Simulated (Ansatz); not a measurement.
System: sum formula ZnO$_{2}$H$_{2}$, charge 1, multiplicity 2. The spin state was set by rule; other spins were not relaxed. 
Structure (B3LYP-D3(BJ)/def2-TZVP (Ansatz, a program for electronic structure) minimum search):
```
Zn
O 1 1.7866
H 2 0.9748 1 122.58
O 1 1.7866 2 171.28 3 -180.00
H 4 0.9748 1 122.58 2 180.00
```
Charge +1, spin multiplicity 2.

Basis-set convergence of Hartree-Fock and MP2 correlation energies (hartree) with Ansatz. Cores are frozen in the correlated levels unless marked. UHF or UKS for open shells. No spin-orbit coupling. Frozen are the shells of the preceding noble gas and the d and f shells that filled before the atom's block. Non-relativistic.

| basis | functions | E(HF) | E(corr, MP2) |
|---|---|---|---|
| def2-SVP | 69 | -1928.00667 | -0.63321 |
| def2-TZVPP | 154 | … | … |

Question: What belongs in the gaps?

Answer: 
- def2-TZVPP, E(HF): -1928.44827
- def2-TZVPP, E(corr, MP2): -0.92849
